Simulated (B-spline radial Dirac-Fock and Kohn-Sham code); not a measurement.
# Satellites and hypersatellites of the K lines of Yb⁸⁺

System: ytterbium as Yb⁸⁺ in the configuration [Kr] 4d10 4f12 5s2 5p2.

Calculated with a radial finite-basis atomic code, using ΔSCF Dirac-Fock with Breit, self-energy and vacuum polarisation, finite nucleus, configuration average. Each two-hole energy is an average over J within one jj subconfiguration, not an observable level; in light atoms, where LS coupling holds, the j-resolved values are not observed lines, and for a K spectator the Kα1 hypersatellite is nearly forbidden. Electron correlation is not included.

Lines without a spectator: Kα2 (K-L2) 51350.8 eV, Kα1 (K-L3) 52386.0 eV, Kβ3 (K-M2) 59152.3 eV, Kβ1 (K-M3) 59375.1 eV. Shifts in eV with one spectator hole (a dash: not computed, or left out as unreliable):

```
spectator hole     Kα2     Kα1      Kβ3      Kβ1
        K (1s)  +904.1  +964.4  +1168.2  +1182.1
    L2 (2p1/2)  +113.0  +150.2        –   +291.6
    L3 (2p3/2)   +89.8   +96.8   +226.9        –
    M2 (3p1/2)       –  +23.19    +46.0    +54.5
    M3 (3p3/2)  +13.51       –    +40.5    +40.8
    M4 (3d3/2)   +4.63   +1.24        –        –
    M5 (3d5/2)   -0.44   +3.25        –        –
```
